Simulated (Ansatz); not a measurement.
Calculated with Ansatz (gas phase, PBE0-D4/def2-TZVP geometries, no zero-point term in ΔE). CCSD(T)/CBS adds triple-zeta CCSD(T) − MP2 to the extrapolated MP2 energy (def2 sets, frozen cores). This one scheme is used for every species. DFT in def2-TZVPP. B3LYP here is the variant with VWN-RPA as its local correlation; programs differ in this. HSE06 is defined as in plane-wave codes. For Ge outer-core shells are correlated without core-valence functions, which leaves a few kJ/mol of doubt a bond. Scalar relativity is left out up to krypton. Each species was taken in one conformer, which may not be the lowest.

Reaction (ligand exchange at a Ge–S bond): `[SH][Ge][Cl]` + CH₃OH → `C[O][Ge][Cl]` + H₂S

`[SH][Ge][Cl]`:

```xyz
4

S    -1.017    0.860    0.607
Ge   -0.705   -0.741   -0.927
Cl    1.458   -1.048   -0.684
H     0.264    0.929    1.004
```

CH₃OH:

Cartesian coordinates in Å:
```
C -0.046 0.218 -0.278
O 0.663 -0.471 0.726
H 0.682 0.806 -0.837
H -0.794 0.906 0.135
H -0.545 -0.463 -0.979
H 0.040 -0.995 1.234
```

`C[O][Ge][Cl]`:

Cartesian coordinates in Å:
```
C 0.180 0.121 -0.834
O -0.562 -0.844 -0.122
Ge -0.905 -1.056 1.593
Cl 0.169 0.670 2.471
H 0.980 -0.380 -1.385
H 0.617 0.873 -0.172
H -0.479 0.616 -1.553
```

H₂S:

Cartesian coordinates in Å:
```
S 0.324 -0.044 -0.526
H 0.360 0.795 0.519
H -0.684 -0.751 0.007
```

```json
{"level": "PBE-D4", "ΔE (kcal/mol)": "0.9", "difference from CCSD(T)/CBS": "1.7"}
{"level": "revPBE-D4", "ΔE (kcal/mol)": "0.8", "difference from CCSD(T)/CBS": "1.6"}
{"level": "BLYP-D4", "ΔE (kcal/mol)": "-1.4", "difference from CCSD(T)/CBS": "-0.6"}
{"level": "r2SCAN-D4", "ΔE (kcal/mol)": "-0.2", "difference from CCSD(T)/CBS": "0.6"}
{"level": "B97M-V", "ΔE (kcal/mol)": "-1.0", "difference from CCSD(T)/CBS": "-0.2"}
{"level": "PBE0-D4", "ΔE (kcal/mol)": "1.4", "difference from CCSD(T)/CBS": "2.2"}
{"level": "B3LYP-D4", "ΔE (kcal/mol)": "-0.9", "difference from CCSD(T)/CBS": "-0.1"}
{"level": "r2SCANh-D4", "ΔE (kcal/mol)": "0.1", "difference from CCSD(T)/CBS": "0.9"}
{"level": "r2SCAN0-D4", "ΔE (kcal/mol)": "0.6", "difference from CCSD(T)/CBS": "1.4"}
{"level": "HSE06-D4", "ΔE (kcal/mol)": "1.6", "difference from CCSD(T)/CBS": "2.4"}
{"level": "BHLYP-D4", "ΔE (kcal/mol)": "-0.7", "difference from CCSD(T)/CBS": "0.1"}
{"level": "CAM-B3LYP-D4", "ΔE (kcal/mol)": "-2.7", "difference from CCSD(T)/CBS": "-1.9"}
{"level": "ωB97X-V", "ΔE (kcal/mol)": "-2.1", "difference from CCSD(T)/CBS": "-1.3"}
{"level": "ωB97M-V", "ΔE (kcal/mol)": "-1.3", "difference from CCSD(T)/CBS": "-0.5"}
{"level": "PBE-QIDH", "ΔE (kcal/mol)": "0.2", "difference from CCSD(T)/CBS": "1.0"}
{"level": "PBE", "ΔE (kcal/mol)": "1.2", "difference from CCSD(T)/CBS": "2.0"}
{"level": "revPBE", "ΔE (kcal/mol)": "1.8", "difference from CCSD(T)/CBS": "2.6"}
{"level": "BLYP", "ΔE (kcal/mol)": "-0.9", "difference from CCSD(T)/CBS": "-0.1"}
{"level": "r2SCAN", "ΔE (kcal/mol)": "-0.1", "difference from CCSD(T)/CBS": "0.7"}
{"level": "PBE0", "ΔE (kcal/mol)": "1.7", "difference from CCSD(T)/CBS": "2.5"}
{"level": "B3LYP", "ΔE (kcal/mol)": "-0.5", "difference from CCSD(T)/CBS": "0.3"}
{"level": "r2SCANh", "ΔE (kcal/mol)": "0.3", "difference from CCSD(T)/CBS": "1.1"}
{"level": "r2SCAN0", "ΔE (kcal/mol)": "0.7", "difference from CCSD(T)/CBS": "1.5"}
{"level": "HSE06", "ΔE (kcal/mol)": "1.8", "difference from CCSD(T)/CBS": "2.6"}
{"level": "BHLYP", "ΔE (kcal/mol)": "-0.7", "difference from CCSD(T)/CBS": "0.1"}
{"level": "CAM-B3LYP", "ΔE (kcal/mol)": "-2.5", "difference from CCSD(T)/CBS": "-1.7"}
{"level": "LC-ωPBE", "ΔE (kcal/mol)": "-1.5", "difference from CCSD(T)/CBS": "-0.7"}
{"level": "RPA@PBE/def2-TZVPP", "ΔE (kcal/mol)": "-2.1", "difference from CCSD(T)/CBS": "-1.3"}
{"level": "HF/def2-SVP", "ΔE (kcal/mol)": "-1.2", "difference from CCSD(T)/CBS": "-0.4"}
{"level": "MP2/def2-SVP", "ΔE (kcal/mol)": "-3.6", "difference from CCSD(T)/CBS": "-2.8"}
{"level": "CCSD/def2-SVP", "ΔE (kcal/mol)": "-3.0", "difference from CCSD(T)/CBS": "-2.2"}
{"level": "CCSD(T)/def2-SVP", "ΔE (kcal/mol)": "-3.2", "difference from CCSD(T)/CBS": "-2.4"}
{"level": "MP2/def2-TZVPP", "ΔE (kcal/mol)": "-1.7", "difference from CCSD(T)/CBS": "-0.9"}
{"level": "SCS-MP2/def2-TZVPP", "ΔE (kcal/mol)": "-2.3", "difference from CCSD(T)/CBS": "-1.5"}
{"level": "CCSD/def2-TZVPP", "ΔE (kcal/mol)": "-1.6", "difference from CCSD(T)/CBS": "-0.8"}
{"level": "HF/def2-QZVPP", "ΔE (kcal/mol)": "-1.2", "difference from CCSD(T)/CBS": "-0.4"}
{"level": "MP2/def2-QZVPP", "ΔE (kcal/mol)": "-1.3", "difference from CCSD(T)/CBS": "-0.5"}
{"level": "HF/CBS(def2)", "ΔE (kcal/mol)": "-1.2", "difference from CCSD(T)/CBS": "-0.4"}
{"level": "MP2/CBS(def2)", "ΔE (kcal/mol)": "-0.8", "difference from CCSD(T)/CBS": "0.0"}
{"level": "CCSD/CBS(def2)", "ΔE (kcal/mol)": "-0.8", "difference from CCSD(T)/CBS": "0.0"}
{"level": "CCSD(T)/CBS", "ΔE (kcal/mol)": "-0.8", "difference from CCSD(T)/CBS": "0"}
```

Largest T1 diagnostic among the species: 0.015.

Leaving LDA and LC-ωPBE aside and taking each functional with its dispersion term where it has one, the values spread over 4.3 kcal/mol, from CAM-B3LYP-D4 to HSE06-D4. LDA lies −1.5 kcal/mol from PBE without D4. In def2-TZVPP, CCSD(T) changes the Hartree–Fock value by −0.7 kcal/mol (the triples alone add −0.0 kcal/mol) and MP2 by −0.7 kcal/mol. From r2SCAN to r2SCAN0 (25 % exact exchange), in def2-TZVPP and without D4, ΔE moves by +0.8 kcal/mol.
